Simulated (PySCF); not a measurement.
This PySCF input asks for the NMR shieldings of SMILES ClB(Cl)C=C1CC1, C4H5BCl2; the geometry comes from GFN2-xTB.

```python
import basis_set_exchange as bse
import numpy as np
from pyscf import gto, dft
from pyscf.prop import nmr

atoms = """
Cl    3.534954    1.303342    0.738647
B     2.144713    0.304639    0.530950
Cl    2.323976   -1.400403    0.710213
C     0.775775    0.929283    0.193066
C    -0.332707    0.221295    0.018676
C    -0.971013   -1.089965   -0.009492
C    -1.761961    0.177790   -0.278073
H     0.703189    2.006849    0.089493
H    -1.122130   -1.610669    0.924661
H    -0.751862   -1.750937   -0.835198
H    -2.085992    0.382061   -1.288485
H    -2.455742    0.526031    0.473671
"""
names = dict.fromkeys(["Cl", "B", "C", "H"], "pcSseg-1")
basis = {el: gto.basis.parse(bse.get_basis(n, elements=[el], fmt="nwchem")) for el, n in names.items()}
mol = gto.M(atom=atoms, basis=basis, charge=0, verbose=0)
mf = dft.RKS(mol, xc="PBE0")
mf.grids.level = 2
mf.grids.alignment = dft.numint.BLKSIZE   # the property module wants whole blocks of grid points
mf.conv_tol = 1e-9
mf.kernel()

calc = nmr.RKS(mf)   # GIAO
C = mf.mo_coeff
Co = C[:, mf.mo_occ > 0]
resp = mf.gen_response(singlet=True, hermi=2)
def vind(x):   # induced exchange potential for any number of trial vectors
    d = np.einsum("pi,xij,qj->xpq", C, 2 * x.reshape(-1, C.shape[1], Co.shape[1]), Co, optimize=True)
    return np.einsum("xpq,pi,qj->xij", resp(d - d.transpose(0, 2, 1)), C, Co, optimize=True).ravel()
mo1, _ = nmr.rhf.solve_mo1(calc, with_cphf=vind)
sigma = calc.kernel(mo1)
for i, s in enumerate(sigma):   # ppm
    print("%2d %-2s %9.2f" % (i, mol.atom_pure_symbol(i), np.trace(s) / 3))
```

Problem. What does it print?

Solution. 
```
 0 Cl    697.17
 1 B      48.49
 2 Cl    722.84
 3 C      61.20
 4 C      14.61
 5 C     178.41
 6 C     182.03
 7 H      24.84
 8 H      30.24
 9 H      30.25
10 H      30.48
11 H      30.48
```

These numbers come from an equivalent density-fitted implementation of the same equations, which agrees with the script to about 0.01 ppm for H and up to a few tenths of a ppm for heavy atoms, so last digits may differ.

Size and cost of the density-fitted run: 158 basis functions, 20 s wall time on 1 thread of an Arm Neoverse V1, shared host; peak memory 0.8 GiB.
